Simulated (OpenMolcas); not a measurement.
## Ions of charge +3 along the 4f row with 6 chloride ligands in octahedral coordination

| Property | Result |
| --- | --- |
| Program | OpenMolcas |
| Method | CASSCF |
| Spin-orbit coupling | state interaction with AMFI integrals over the reference wave functions |

The f shell is active. Anionic complexes are neutralised by point charges behind the ligands. Distances were set from a Shannon-type radius of the metal (high-spin where two are listed) plus a fixed donor radius (Cl 1.76 Å). Ligand basis ANO-RCC-VDZP, DKH2 Hamiltonian. States (labels of O, the rotations of Oh). Energies in cm-1 above the lowest state or level, χT in cm3 K/mol; under a threefold ground state the first gap can be a small split of the lowest multiplet, not the spin-orbit step. Free-ion χT is g² J(J+1) / 8 for Hund's level.

```csv
Ion,Shell,R (Å),Metal basis,Outer charge (e at Å behind ligand),Ground state,First state of that spin,First gap with spin-orbit (degeneracies),Width of lowest J,χT at 300 K,Free-ion χT
Ce3+,4f1,2.77,ANO-RCC-VDZP,0.5 at 2.4,2A2,2T2 242.2,"422.7 (2, 4)",423,0.652,0.804
Pr3+,4f2,2.75,ANO-RCC-VDZP,0.5 at 2.6,3T1,3T2 270.2,"166.0 (1, 3)",444,1.531,1.600
Nd3+,4f3,2.74,ANO-RCC-VDZP,0.5 at 3.2,4A2,4T2 95.2,"74.2 (4, 2)",180,1.646,1.636
Pm3+,4f4,2.73,ANO-RCC-VDZP,0.5 at 3.2,5T2,5A1 18.8,"137.0 (3, 1)",163,0.968,0.900
Sm3+,4f5,2.72,ANO-RCC-VDZP,0.5 at 2.8,6T1,6E 82.8,"87.1 (2, 4)",87,0.306,0.089
Eu3+,4f6,2.71,ANO-RCC-VDZP,0.5 at 2.4,7T1,7A2 212.8,"369.0 (1, 3)",,1.314,0
Gd3+,4f7,2.7,ANO-RCC-VDZP,0.5 at 2.8,8A1,,,,7.851,7.875
Tb3+,4f8,2.68,ANO-RCC-VDZP,0.5 at 2.6,7A2,7T2 128.0,"20.9 (1, 3)",188,11.722,11.812
Dy3+,4f9,2.67,ANO-RCC-VDZP,0.5 at 2.6,6T1,6T2 160.3,"17.7 (2, 4)",198,13.978,14.167
Ho3+,4f10,2.66,ANO-RCC-VDZP,0.5 at 2.8,5A2,5T2 57.9,"6.6 (2, 3)",139,13.857,14.062
Er3+,4f11,2.65,ANO-RCC-VDZP,0.5 at 2.6,4T2,4A1 11.5,"3.8 (2, 4)",145,11.372,11.475
Tm3+,4f12,2.64,ANO-RCC-VDZP,0.5 at 2.4,3T1,3E 43.1,"22.2 (1, 3)",166,7.092,7.146
```

The rows also differ in their outer charges, so part of each step comes from that.

χT departs most from the free-ion value for Eu3+, by +1.314 cm3 K/mol.

Without dynamic correlation the ligand-field splitting of an f shell can come out too small, at times by half (holds for Pr3+; Nd3+; Pm3+; Sm3+; Eu3+; Tb3+; Dy3+; Ho3+; Er3+; Tm3+). High states are left out of the spin-orbit mixing, which shifts the levels that they would mix with (holds for Nd3+; Pm3+; Sm3+; Eu3+; Tb3+; Dy3+; Ho3+; Er3+). No quartet enters the spin-orbit mixing, so the splitting and order within the octet and the sextets are unsound, and g values and χT are rough (holds for Gd3+). A group larger than the point group allows holds several states that coincide in this model. No measured value stands beside these numbers; the geometry was imposed, not optimised, and the real ion may take another.
